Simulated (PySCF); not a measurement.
Calculation: PBE0-D3(BJ)/def2-TZVP in PySCF. All species are isolated molecules in the gas phase. One relaxed conformer stands for a flexible species; it need not be the lowest. Delta-SCF ions had no search for a lower state. Excitations are Tamm–Dancoff values on a coarser integration grid. The basis has no diffuse functions, so Rydberg states are missing or too high.

Reference species (SMILES): `C=CN` (neutral, multiplicity 1).

```json
{
 "vertical ionisation energy (Delta-SCF)": "8.32 eV",
 "brightest of the four lowest singlets (TDA)": "7.10 eV",
 "HOMO": "-6.00 eV",
 "S1 excitation (TDA)": "5.80 eV"
}
```

Changed species: `N(=C/C)/[H]`.

### Question
Predict the effect on the vertical ionisation energy (Delta-SCF), brightest of the four lowest singlets (TDA), HOMO and S1 excitation (TDA).

### Answer
the vertical ionisation energy (Delta-SCF) rises by 1.69 eV, to 10.01 eV; the brightest of the four lowest singlets (TDA) increases by 1.20 eV, to 8.30 eV; the HOMO drops by 1.56 eV, to -7.56 eV; the S1 excitation (TDA) decreases by 0.24 eV, to 5.56 eV.
